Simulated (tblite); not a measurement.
Compound: C6H8NO (doublet state).
Z-matrix (Å and degrees, GFN2-xTB geometry), rows numbered from 1:
```
C 
C   1  1.4823
C   2  1.3863  1  123.95
C   3  1.4384  2  129.98  1    -0.10
N   4  1.2961  3  111.75  2   179.78
O   5  1.3588  4  107.72  3     0.12
C   6  1.3434  5  109.61  4    -0.14
C   7  1.4798  3  131.57  2     0.21
H   1  1.0870  2  111.44  3    20.38
H   1  1.0899  2  110.51  3   141.95
H   1  1.0948  2  110.70  3   -99.74
H   2  1.0789  1  117.75  3   178.10
H   4  1.0710  3  128.52  2     0.18
H   8  1.0899  7  110.35  3   -57.66
H   8  1.0904  7  110.50  3    61.64
H   8  1.0865  7  109.43  3  -178.00
```

Computed values, GFN2-xTB/tblite, gas phase, harmonic and unscaled. This tight-binding method is rough: wavenumbers can miss measured ones by several per cent, in bad cases by 10 to 20. One conformer, not necessarily the lowest. Open shells enter through the occupations alone, without spin polarisation, and single modes of such species can be off by tens of per cent.

Harmonic wavenumbers (cm⁻¹): 38.0, 67.0, 131.9, 172.1, 198.5, 285.9, 298.4, 474.3, 569.7, 609.2, 629.7, 643.9, 756.1, 829.5, 902.8, 966.4, 997.4, 1006.5, 1022.7, 1029.1, 1092.0, 1140.8, 1183.8, 1254.4, 1325.0, 1385.3, 1398.6, 1432.5, 1452.1, 1465.1, 1466.5, 1472.3, 1515.1, 1538.2, 2927.6, 2987.1, 3002.1, 3005.1, 3042.6, 3058.1, 3090.0, 3182.0.

A = 3411, B = 1764, C = 1180 MHz; mass 110.061 u (most abundant isotopes); point group C1, symmetry number 1; spin multiplicity 2.

Zero-point energy?

½Σν̃ = 27523 cm⁻¹ = 329.25 kJ/mol.

What is S at 298.15 K and 1 bar for an ideal gas of classical rigid rotors and harmonic oscillators?

Translation 167.49, rotation 118.01, vibration 99.69, spin (R ln 2) 5.76: S = 390.9 J/(mol K).

And Cp and H(298.15 K) − H(0)?

Cp = 132.97 J/(mol K), of which vibrations give 99.72 (their classical limit is 42 R = 349.2); H(298.15 K) − H(0) = 25.04 kJ/mol without the zero-point energy, 15.13 from vibrations.

How do the functions run with temperature in this model?

```tsv
T (K)	S (J/(mol K))	Cp (J/(mol K))	H − H(0) (kJ/mol)	G − H(0) (kJ/mol)	ln q(vib)
150	318.7	84.7	9.05	-38.75	2.79
250	369.1	116.2	19.05	-73.22	4.90
400	435.0	168.1	40.40	-133.60	7.97
600	514.4	223.8	79.93	-228.70	12.02
900	616.1	276.7	155.71	-398.76	17.84
```

q(vib) and H(0) count from the zero-point level.

Which modes carry the vibrational entropy at 298.15 K?

38.0 cm⁻¹: 22.43; 67.0 cm⁻¹: 17.74; 131.9 cm⁻¹: 12.21; 172.1 cm⁻¹: 10.09; 198.5 cm⁻¹: 8.98; 285.9 cm⁻¹: 6.27 J/(mol K); the other 36 give 21.96 together.

What must be added to the electronic energy to get the Gibbs energy at 298.15 K and 1 bar?

ZPE + [H(298.15 K) − H(0)] − T·S = 329.25 + 25.04 − 116.56 = 237.73 kJ/mol.

Blend soft modes into free rotors: weight 1/[1 + (100 cm⁻¹/ν̃)⁴] for the oscillator and the rest for a rotor with moment μB/(μ + B), μ = h/(8π²ν), B = 10⁻⁴⁴ kg m². What vibrational entropy results?

89.58 J/(mol K) in place of 99.69, which changes −T·S at 298.15 K by +3.01 kJ/mol.

Hindered rotation and anharmonicity are outside this model. Other conformers, if any are populated, would add a mixing term that is left out. The structure is chiral; the term R ln 2 for an equal mix with its mirror image is left out.
